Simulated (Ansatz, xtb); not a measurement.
**Relative energy of two isomers of C3H7BrOSi**

Structure a: `C[Si@@H](Br)CC=O`, a singlet. Structure b: `C[Si](C)(Br)C=O`, a singlet. Both are isolated molecules in the gas phase, relaxed with PBE0-D3(BJ)/def2-SVP; the shapes shown needn't be the lowest conformers.

a (Å):

```xyz
13

C     1.1047   -0.2403   -1.3549
C     0.0782   -0.4749    1.5377
C    -1.3541   -0.2538    1.1694
Br    3.0085   -1.9233    0.8616
O    -1.7308    0.5812    0.3865
Si    0.9731   -1.3658    0.1203
H     0.1053    0.1622   -1.5849
H     1.4967   -0.7712   -2.2345
H     1.7716    0.6054   -1.1293
H     0.2644   -2.6391   -0.1955
H     0.5892    0.4954    1.6502
H     0.1797   -1.0602    2.4633
H    -2.0855   -0.9580    1.6448
```

b (Å):

```yaml
atoms:
  - { symbol: C, position_ang: [0.7824, -0.5328, -1.3479] }
  - { symbol: C, position_ang: [-0.5717, 0.4489, 1.2711] }
  - { symbol: C, position_ang: [2.2470, -0.7778, 1.3442] }
  - { symbol: Br, position_ang: [-0.3301, -2.8812, 0.8019] }
  - { symbol: O, position_ang: [2.8761, 0.2514, 1.2733] }
  - { symbol: Si, position_ang: [0.5260, -0.8329, 0.4754] }
  - { symbol: H, position_ang: [1.3359, 0.4107, -1.4793] }
  - { symbol: H, position_ang: [1.3629, -1.3457, -1.8081] }
  - { symbol: H, position_ang: [-0.1819, -0.4537, -1.8719] }
  - { symbol: H, position_ang: [-0.7696, 0.2058, 2.3252] }
  - { symbol: H, position_ang: [-0.0681, 1.4278, 1.2258] }
  - { symbol: H, position_ang: [-1.5348, 0.5216, 0.7438] }
  - { symbol: H, position_ang: [2.6616, -1.6638, 1.9009] }
```

**Question.** Which of the two would you expect CCSD(T)/def2-SVP + ΔMP2/def2-TZVPP electronic energies to favour?

**Answer.** Too close to call at this level: CCSD(T)/def2-SVP + ΔMP2/def2-TZVPP gives E(b) − E(a) = +0.99 kcal/mol.

The same difference at several levels:

```json
{"level": "GFN2-xTB", "geometry": "GFN2-xTB", "E(b) − E(a) (kcal/mol)": "+18.47", "departure from the last row (kcal/mol)": "+17.48", "job, with rough time for the two": "optimisation, 0.34 s"}
{"level": "HF/STO-3G", "geometry": "GFN2-xTB", "E(b) − E(a) (kcal/mol)": "−6.79", "departure from the last row (kcal/mol)": "−7.77", "job, with rough time for the two": "single point, 1.2 s"}
{"level": "r2SCAN-D4/def2-SVP", "geometry": "GFN2-xTB", "E(b) − E(a) (kcal/mol)": "+2.45", "departure from the last row (kcal/mol)": "+1.46", "job, with rough time for the two": "single point, 6.6 s"}
{"level": "PBE0-D3(BJ)/def2-SVP", "geometry": "PBE0-D3(BJ)/def2-SVP", "E(b) − E(a) (kcal/mol)": "+2.49", "departure from the last row (kcal/mol)": "+1.50", "job, with rough time for the two": "optimisation, 2.3 min"}
{"level": "HF/def2-SVP", "geometry": "PBE0-D3(BJ)/def2-SVP", "E(b) − E(a) (kcal/mol)": "+3.11", "departure from the last row (kcal/mol)": "+2.12", "job, with rough time for the two": "part of the CCSD(T) run"}
{"level": "MP2/def2-SVP", "geometry": "PBE0-D3(BJ)/def2-SVP", "E(b) − E(a) (kcal/mol)": "+2.64", "departure from the last row (kcal/mol)": "+1.65", "job, with rough time for the two": "part of the CCSD(T) run"}
{"level": "CCSD(T)/def2-SVP", "geometry": "PBE0-D3(BJ)/def2-SVP", "E(b) − E(a) (kcal/mol)": "+2.40", "departure from the last row (kcal/mol)": "+1.41", "job, with rough time for the two": "single point"}
{"level": "CCSD(T)/def2-SVP + ΔMP2/def2-TZVPP", "geometry": "PBE0-D3(BJ)/def2-SVP", "E(b) − E(a) (kcal/mol)": "+0.99", "departure from the last row (kcal/mol)": "", "job, with rough time for the two": "single point, 2 min"}
```

As drawn, b has 1 C–Si, 1 C–H in place of 1 C–C, 1 Si–H.

The largest departure from CCSD(T)/def2-SVP + ΔMP2/def2-TZVPP is that of GFN2-xTB, 17.48 kcal/mol. The last row adds to CCSD(T) the change of the MP2 difference between the two basis sets, here −1.41 kcal/mol.

With thermal terms from frequencies at re-optimised GFN2-xTB minima (ideal gas, soft modes damped towards free rotors, one conformer each, 298.15 K, 1 atm): the zero-point term adds +0.25 kcal/mol; ΔH is +1.83 and ΔG +0.49 kcal/mol.

The correlated steps freeze 18 core orbitals; the filled d shell of Br is correlated, in a basis made for valence electrons. Mirror images aren't counted in ΔG. Run with Ansatz 0.2.0, xtb 6.7.1; the last row on 2 threads of Intel(R) Xeon(R) Platinum 8375C CPU @ 2.90GHz (Ice Lake) on a shared host.
